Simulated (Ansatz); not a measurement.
`[CH3][In]([Cl])[N]=C=O`. Charge 0, multiplicity 1. In takes the def2 core potential. All single points use the PBE0-D4/def2-TZVP geometry. It is one conformer, not always the lowest.

```xyz
9

C     1.973    0.089   -0.419
In   -0.009   -0.462    0.089
Cl   -0.727   -2.609    0.619
N    -1.555    0.850    0.173
C    -2.732    0.793    0.420
O    -3.877    0.811    0.647
H     2.664   -0.356    0.296
H     2.063    1.174   -0.408
H     2.200   -0.290   -1.416
```

Problem. What is the dipole moment at PBE/def2-TZVPP? (Best estimate.)

Solution. The calculation gave: 4.65 D, with components (4.43, 0.90, -1.08) D in this frame, pointing from negative to positive charge.

Problem. And with r2SCAN, B3LYP, ωB97M-V? (An estimate is asked.)

Solution. Ansatz gave: r2SCAN 4.80 D, B3LYP 4.85 D, ωB97M-V 4.79 D.

Problem. Give the Mulliken charges with PBE, ωB97M-V, B3LYP in def2-TZVPP. (Best estimate.)

Solution. Ansatz gave: 
```csv
atom,PBE,ωB97M-V,B3LYP
C1,-0.49,-0.54,-0.51
In2,0.77,0.82,0.85
Cl3,-0.35,-0.34,-0.37
N4,-0.29,-0.44,-0.37
C5,0.15,0.31,0.22
O6,-0.19,-0.26,-0.23
H7,0.13,0.15,0.13
H8,0.14,0.15,0.14
H9,0.13,0.14,0.13
```

B3LYP here is the variant with VWN-RPA as its local correlation; programs differ in this.
